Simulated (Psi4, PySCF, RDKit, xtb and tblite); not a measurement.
Internal rotation in SMILES COc1ccc(SC)s1 (C6H8OS2), singlet. Scanned: dihedral S9–C6–S7–C8; all other coordinates were relaxed at GFN2-xTB. Points at φ and −φ are mirror images. Heavy atoms are numbered in the order of the SMILES COc1ccc(SC)s1, hydrogens after them in the order of the atoms that carry them; the mirror image has the same energies with the sign of each dihedral reversed.

Levels of theory: UFF // GFN2-xTB (RDKit); RKS-BP86/6-31G* = restricted BP86/6-31G*, spherical d, density fitting // GFN2-xTB run with PySCF 2.14.0; GFN2-xTB (xtb and tblite); PBE-D3(BJ)/def2-SVP // GFN2-xTB (Psi4).

Energies relative to the lowest point of each profile, in mEh; the last columns give the difference from PBE-D3(BJ):

```tsv
φ / °	UFF	RKS-BP86/6-31G*	GFN2-xTB	PBE-D3(BJ)/def2-SVP	UFF − PBE-D3(BJ)/def2-SVP	RKS-BP86/6-31G* − PBE-D3(BJ)/def2-SVP	GFN2-xTB − PBE-D3(BJ)/def2-SVP
-165	18.1	—	0.9	4.5	13.6	—	-3.6
-150	14.1	—	1.0	4.3	9.8	—	-3.3
-135	9.0	3.9	1.3	3.6	5.4	0.3	-2.3
-120	4.1	2.3	1.3	2.3	1.8	0.0	-0.9
-105	0.9	0.8	1.2	0.9	0.0	-0.1	0.3
-90	0.0	0.0	0.9	0.0	0.0	0.0	0.9
-75	1.7	0.2	0.5	0.0	1.7	0.2	0.5
-60	5.2	1.3	0.1	0.8	4.4	0.5	-0.7
-45	9.5	3.0	0.0	2.1	7.4	0.9	-2.1
-30	13.6	4.7	0.0	3.3	10.3	1.4	-3.3
-15	16.5	6.0	0.1	4.2	12.4	1.9	-4.1
0	17.7	6.5	0.1	4.5	13.2	2.1	-4.3
15	16.5	6.0	0.1	4.2	12.4	1.9	-4.1
30	13.6	4.7	0.0	3.3	10.3	1.4	-3.3
45	9.5	3.0	0.0	2.1	7.4	0.9	-2.1
60	5.2	1.3	0.1	0.8	4.4	0.5	-0.7
75	1.7	0.2	0.5	0.0	1.7	0.2	0.5
90	0.0	0.0	0.9	0.0	0.0	0.0	0.9
105	0.9	0.8	1.2	0.9	0.0	-0.1	0.3
120	4.1	2.3	1.3	2.3	1.8	0.0	-0.9
135	9.0	3.9	1.3	3.6	5.4	0.3	-2.3
150	14.1	—	1.0	4.3	9.8	—	-3.3
165	18.1	—	0.9	4.5	13.6	—	-3.6
180	19.6	—	0.8	4.5	15.1	—	-3.7
```

UFF is furthest from PBE-D3(BJ)/def2-SVP at 180 (15.1 mEh, above); its mean absolute difference over the points is 6.7 mEh.

RKS-BP86/6-31G* is furthest from PBE-D3(BJ)/def2-SVP at 0 (2.1 mEh, above); its mean absolute difference over the points is 0.7 mEh.

GFN2-xTB is furthest from PBE-D3(BJ)/def2-SVP at 0 (-4.3 mEh, below); its mean absolute difference over the points is 2.2 mEh.

A dash means that the run gave no value there, or that the column was ended at a point which the program doubted or which failed a test of continuity chosen for this set; such a test can also cut sound points.
